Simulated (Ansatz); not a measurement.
Born–Oppenheimer molecular dynamics of AlCl2H4P (8 atoms, charge 0, multiplicity 1). It starts at the highest image of a converged band, a first-order saddle point between two minima.

The calculation used Ansatz, RKS PBE-D4/def2-SVP.

```json
{
  "ensemble": "NVE (velocity Verlet)",
  "time step": "0.5 fs",
  "steps asked": "200",
  "starting velocities drawn for": "300 K",
  "seed": "6372"
}
```

First frame:

```xyz
8
Properties=species:S:1:pos:R:3
Al 0.079 -0.421 0.031
H -0.051 0.169 1.640
Cl 1.944 0.096 -0.814
Cl -1.741 -0.144 -1.005
P 0.145 -2.691 1.195
H -0.769 -2.889 0.101
H 1.341 -2.744 0.397
H 0.001 -0.954 1.672
```

Question: How far do the bonds stretch over the last three quarters of this one trajectory? (Pairs bonded in most of those frames.)

Answer: 
```tsv
bond	mean (Å)	spread (Å)	shortest	longest
Al1–Cl3	2.121	0.031	2.08	2.17
Al1–Cl4	2.115	0.025	2.08	2.17
Al1–P5	2.321	0.072	2.22	2.45
H2–H8	0.777	0.046	0.71	0.85
P5–H6	1.455	0.034	1.40	1.51
P5–H7	1.446	0.018	1.41	1.48
```

Mean temperature of the second half: 1156 K. The conserved energy stayed within 0.22 meV per atom of its start (net change 0.069 meV per atom), so the integration is sound. The kinetic energy rose, since the run started high on the potential surface and went downhill. It ends in pieces (AlCl2H2P + H2), so much of that is their flight and rotation, not heat. A run of 0.1 ps of so small a system gives no equilibrium averages. The orbitals stay closed-shell, which can raise the energy where a bond breaks towards radicals; this wasn't checked here.

Time of the run: 4.4 min on 2 threads of Arm Neoverse V2, with other jobs on the host, peak memory 0.13 GiB.
